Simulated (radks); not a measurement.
Values are calculated unless marked as measured or tabulated.
The nuclear charge of neutral germanium is varied continuously with 32 electrons held in [Ar] 3d10 4s2 4p2. Code: a radial shooting solver on a logarithmic mesh with Libxc functionals. Model: Dirac Kohn-Sham, PBE, spin-unpolarised, spherical densities, point nucleus; open shells are shared between the two j in proportion to 2j + 1. By the Hellmann-Feynman theorem dE/dZ = E(electron-nucleus)/Z, the electronic potential at the nucleus.

| Z | E (hartree) | E(electron-nucleus)/Z (hartree) | HOMO | e(HOMO) (eV) | <r> HOMO (bohr) |
|---|---|---|---|---|---|
| 31.8 | -2067.40877 | -156.944 | 4p3/2 | -2.354 | 3.120 |
| 31.9 | -2083.13692 | -157.619 | 4p3/2 | -3.074 | 3.013 |
| 32 | -2098.93258 | -158.294 | 4p3/2 | -3.835 | 2.919 |
| 32.1 | -2114.79570 | -158.968 | 4p3/2 | -4.632 | 2.835 |
| 32.2 | -2130.72622 | -159.642 | 4p3/2 | -5.465 | 2.759 |
| 32.3 | -2146.72408 | -160.315 | 4p3/2 | -6.331 | 2.689 |
| 32.4 | -2162.78924 | -160.988 | 4p3/2 | -7.229 | 2.626 |
| 32.5 | -2178.92166 | -161.660 | 4p3/2 | -8.157 | 2.567 |
| 32.6 | -2195.12131 | -162.333 | 4p3/2 | -9.116 | 2.512 |
| 32.7 | -2211.38815 | -163.004 | 4p3/2 | -10.103 | 2.461 |
| 32.8 | -2227.72217 | -163.676 | 4p3/2 | -11.118 | 2.413 |
| 32.9 | -2244.12334 | -164.347 | 4p3/2 | -12.161 | 2.368 |
| 33 | -2260.59164 | -165.019 | 4p3/2 | -13.230 | 2.326 |

The central difference of E at Z = 32 is -158.294 hartree, to compare with the third column; the second derivative is -6.75 hartree.
